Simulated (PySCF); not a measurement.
## GaBr: frontier orbitals

RHF at R = 2.399 Å; basis Ga pcseg-1, Br pcseg-1; no relativity; PySCF 2.14. State: ¹Σ⁺ (singlet), closed shell. Only the outer orbitals are listed, counted within each symmetry.

| orbital | occ. | ε (eV) | on Ga (%) | main shells (%) |
| --- | --- | --- | --- | --- |
| 13σ | 2 | -26.35 | 3 | 96 Br s |
| 14σ | 2 | -14.12 | 46 | 51 Br p, 44 Ga s |
| 7π | 2 | -11.01 | 5 | 95 Br p |
| 7π | 2 | -11.01 | 5 | 95 Br p |
| 15σ | 2 | -9.41 | 66 | 48 Ga s, 35 Br p, 17 Ga p |
| 8π | 0 | 0.76 | 96 | 96 Ga p |
| 8π | 0 | 0.76 | 96 | 96 Ga p |
| 16σ | 0 | 3.14 | 101 | 95 Ga p |

Q: Which are the highest filled and the lowest empty level, where do they sit, and how wide is the gap?

A: Highest filled 15σ at -9.41 eV (in %: 48 Ga s, 35 Br p, 17 Ga p); lowest empty 8π at 0.76 eV (in %: 96 Ga p); the gap at RHF is 10.17 eV. An empty level above zero is unbound, and its energy depends on the basis.

```
bond order (Mayer)                               : 0.84
⟨S²⟩                                             : 0.000
charge on Ga (Mulliken, basis-dependent)         : 0.52
charge on Ga (Löwdin, basis-dependent)           : 0.10
dipole moment (positive dipole means Ga(−)Br(+)) : -2.73 D
polarisability along the bond                    : 67.1 bohr³
polarisability across the bond                   : 40.8 bohr³
```

Shares are Mulliken populations and can fall outside 0 to 100 %.
